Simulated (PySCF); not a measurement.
## From a computed spectrum to the compound

A species of 5 atoms with charge -1 has these harmonic modes (PBE0, small Gaussian bases with core potentials, PySCF 2.14.0):

```
cm⁻¹  km/mol  symmetry
  59     0.0        a2
 177     7.2        b1
 220    10.6        b2
 278     1.9        a1
 310     9.5        a1
 573    80.1        b1
 626   127.7        a1
 947   292.7        b2
 993    76.7        a1
```

**Question.** Which species is it, and in which structure?

**Answer.** [WO2F2]− (doublet):
```xyz
5

W     0.0000    0.0000    0.1010
O     1.0201    1.0201    1.0633
O    -1.0201   -1.0201    1.0633
F     0.8876   -0.8876   -1.3843
F    -0.8876    0.8876   -1.3843
```
Ideal gas at 298.15 K and 1 bar: S = 343.1 J/(mol K), Cp = 83.1 J/(mol K), H − H(0 K) = 18.3 kJ/mol (rigid rotor, harmonic modes, spin degeneracy alone; the modes under 60 cm⁻¹ make these uncertain). Open shells may have lower solutions than the one found.
 The answer isn't unique; the calculation gave this one.
